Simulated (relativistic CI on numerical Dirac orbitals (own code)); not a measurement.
A reference radial Dirac CI calculation of Mn¹⁹⁺ gave the lowest total energy -865.72517 Ha in 8 SCF steps, from this input:

```
atom Mn  Z=25  charge=19  electrons=6
nucleus A=55  rms_radius_fm=3.7057
hamiltonian dirac-coulomb  breit=on  qed=on  c_scale=1
orbitals kli  potential=per-configuration
slater_scale 1
correlation none
mixing on
grid step=0.0125 r_max=5.5
scf mixing=0.4 start=green max_iterations=150 tolerance=2e-08 node_fill=0.05
configurations
  [He] 2s2 2p2
end
```

One setting was then changed (and the iteration limit cut to 93), and the output read:

```
SCF 1: [He] 2s2 2p2
 iter      energy (Ha)   residual   last orbital (Ha)
    1      -862.865035   1.72e+00    -69.50540
    2      -864.683606   1.01e+00    -63.75358
    3      -865.649150   1.28e-02    -56.22354
orbital energies (Ha): 1s -275.7069  2s -59.3689  2p1/2 -56.6976  2p3/2 -56.2235
configuration averages (Ha): Dirac-Coulomb, Breit, QED
  2p2                           -865.649150    0.286366    0.273621
levels: no., configuration, term, J, E (cm-1), weight
   1 2p2                    3P   0                0.0  0.93
   2 2p2                    3P   1            57180.2  1.00
   3 2p2                    3P   2            97206.5  0.80
   4 2p2                    1D   2           213379.1  0.80
   5 2p2                    1S   0           370549.8  0.93
lowest total energy -865.725543 Ha
end: converged
```

(1) Which setting was changed?
A. QED terms
B. charge
C. SCF tolerance
D. speed of light

Results:

(1) C. The SCF tolerance 0.05. This setting is bad on purpose; its numbers may not be properties of the ion.
